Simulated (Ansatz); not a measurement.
Gas-phase electronic energies from Ansatz, PBE0-D4/def2-TZVP geometries. CCSD(T)/CBS adds triple-zeta CCSD(T) − MP2 to the extrapolated MP2 energy (def2 sets, frozen cores). This one scheme is used for every species. DFT in def2-TZVPP. B3LYP here is the variant with VWN-RPA as its local correlation; programs differ in this. Each species was taken in one conformer, which may not be the lowest.

Consider the ligand exchange at a B–C bond: `B[C](=C)[AlH][CH3]` + `N=C=O` → `BN=C=O` + `C=[CH][AlH][CH3]`.

(1) Is it downhill or uphill in electronic energy at CCSD(T)/CBS, and by how much? (Best estimate.)

(2) What do these levels give: r2SCAN-D4, ωB97X-V, PBE, B3LYP, SCS-MP2/def2-TZVPP, MP2/CBS(def2)? (An estimate is asked.)

Largest T1 diagnostic among the species: 0.018.

## Answers

(1) Computed: Downhill: ΔE = -0.93 eV.

(2) Ansatz gave: r2SCAN-D4 -0.97, ωB97X-V -0.95, PBE -0.96, B3LYP -1.03, SCS-MP2/def2-TZVPP -0.96, MP2/CBS(def2) -0.93 eV.

In def2-TZVPP, CCSD(T) changes the Hartree–Fock value by +0.12 eV (the triples alone add +0.02 eV) and MP2 by +0.12 eV. The D4 term adds +0.04 eV with B3LYP and +0.02 eV with PBE0; it sums over pairs of atoms, weighted by their polarisabilities, and B3LYP, whose exchange is more repulsive, gets the larger term.
